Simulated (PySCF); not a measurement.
**How methods differ on the ionisation energy of F+**

F+ [He] 2s2 2p4 (3P) → F(2+) [He] 2s2 2p3 (4S), as a difference of total energies. All numbers are calculated (PySCF 2.14, scalar relativity by spin-free X2C-1e, in x2c-QZVPPall with one added diffuse shell each of s, p, d, f type (8s5p4d3f1g, 73 functions)). Correlated levels: valence: 1s2 frozen; valence and next inner shell: nothing frozen. The calculations carry no spin-orbit coupling.

```
                                method  ionisation energy (eV)  error (eV)
                                   UHF                  33.388      -1.562
                                   LDA                  35.267      +0.317
                                   PBE                  35.416      +0.466
                                  PBE0                  35.246      +0.296
                                r2SCAN                  35.112      +0.162
                               r2SCANh                  35.071      +0.121
                                 M06-L                  35.136      +0.186
                               r2SCAN0                  35.011      +0.061
                                 HSE06                  35.288      +0.338
                         MP2 (valence)                  34.735      -0.215
                     SCS-MP2 (valence)                  34.866      -0.084
    MP2 (valence and next inner shell)                  34.755      -0.195
SCS-MP2 (valence and next inner shell)                  34.875      -0.075
```

Reference: 34.950 eV (measured; NIST levels, between the centres of gravity of the two terms).

Errors of the correlated levels include the incompleteness of this basis and the frozen core.
